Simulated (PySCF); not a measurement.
## Computed data sheet: `C#C[SiH2][As]([SiH3])[SiH2]P`

Compound: C2H10AsPSi3.
Atom-mapped SMILES: `[CH:1]#[C:2][SiH2:3][As:4]([SiH3:5])[SiH2:6][PH2:7]` (hydrogens: H8 on C1; H9, H10 on Si3; H11, H12, H13 on Si5; H14, H15 on Si6; H16, H17 on P7)

Among its groups: alkyne, Si–H bond and C–Si bond.

From PBE0-D3(BJ)/def2-SVP geometry optimisation, gas phase (PySCF):

- Point group: C1
- Rotational constants A, B, C: 1.129, 0.571, 0.542 GHz

CAM-B3LYP/def2-SVPD ground state and vertical TDDFT (core frozen in the response) (PySCF):

- Dipole moment: 0.94 D
- HOMO energy: -8.46 eV
- LUMO energy: 0.24 eV
- HOMO–LUMO gap: 8.70 eV
- Lowest singlet excitation: 5.77 eV (215 nm, f = 0.033)
- Strongest line among the 6 lowest singlet transitions: S2 at 5.79 eV (214 nm, f = 0.047)
- Static isotropic polarisability: 167.7 au
- Electronic spatial extent ⟨r²⟩ about the centre of nuclear charge: 2376 bohr²

Monoisotopic mass from the formula: 223.9044 u.

With B = h/(8π²I), that is 505.379 GHz u Å² over I, the principal moments of inertia are 447.8, 885.0 and 931.9 u Å² (most abundant isotopes); the inertial defect Ic − Ia − Ib is -400.9 u Å² (zero for a rigid planar frame, negative otherwise). In atomic units the dipole is 0.37 e·bohr (1 au = 2.5417 D). A dipole of 0.94 D is allowed in C1, and pure rotational transitions are dipole-allowed. The largest Löwdin shares of the HOMO are 0.58 on As4, 0.08 on Si6, 0.08 on Si5 and 0.07 on Si3. S1 lies 2.93 eV below the HOMO–LUMO gap; its leading configuration is HOMO→LUMO, weight 0.34. In wavenumbers S1 is 46500 cm⁻¹ (1 eV = 8065.54 cm⁻¹). No computed singlet falls in the visible range (750 to 380 nm, 1.65 to 3.26 eV); S1 lies 2.51 eV above its blue end. The rotational constants make it an asymmetric top with κ = (2B − A − C)/(A − C) = -0.90, nearer the prolate limit (−1).

The calculation is non-relativistic and has no spin–orbit coupling, an omission that weighs most on arsenic.

Shape of the structure used: `[CH:1]#[C:2][SiH2:3][As:4]([SiH3:5])[SiH2:6][PH2:7]`: C2–Si3–As4–Si5 -35°, Si3–As4–Si6–P7 -155°, H–P7–Si6–As4 -72°, H–P7–Si6–As4 -166°.

One conformer stands for the species.
